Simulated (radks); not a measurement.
Br XXVII, 9 electrons, occupied as [He] 2s2 2p5 (the NIST ground configuration).

Calculated with a radial shooting solver on a logarithmic mesh with Libxc functionals: Dirac Kohn-Sham, PBE, spin-unpolarised, spherical densities, point nucleus; open shells are shared between the two j in proportion to 2j + 1.

Energy parts (hartree):
total: -2088.38474
kinetic: 2150.42772
electron-nucleus: -4469.96830
Hartree: 283.11050
exchange-correlation: -51.95467

Orbitals (lengths in bohr, moments of r in powers of bohr; <r^-3> diverges for s and p1/2; r(max) is where P^2 peaks):
orbital,occ.,eigenvalue (hartree),r(max),<1/r>,<r^-3>
1s1/2,2,-540.7054,0.02790,35.70,-
2s1/2,2,-110.3007,0.1567,8.209,-
2p1/2,1.66667,-104.9254,0.1226,8.155,-
2p3/2,3.33333,-103.0483,0.1257,7.893,1389

The highest occupied level is 2p3/2 at -2804.1 eV. For comparison, the ionisation energy in NIST's Atomic Spectra Database is 2869 eV (semi-empirical). In exact Kohn-Sham theory the highest level is minus the ionisation energy, but local and semilocal functionals leave it too shallow, through self-interaction and a potential that decays too fast; potentials with the right tail come closer. Summed over all electrons, <r^2> = 0.2384 bohr^2, which gives a Langevin (diamagnetic) susceptibility term of -0.189 x 10^-6 cm^3/mol. The density falls to 0.001 e/bohr^3 at r = 0.64 bohr.

Beside tabulated values, note that spin-unpolarised runs miss the spin-polarisation part of the exchange energy of open shells.
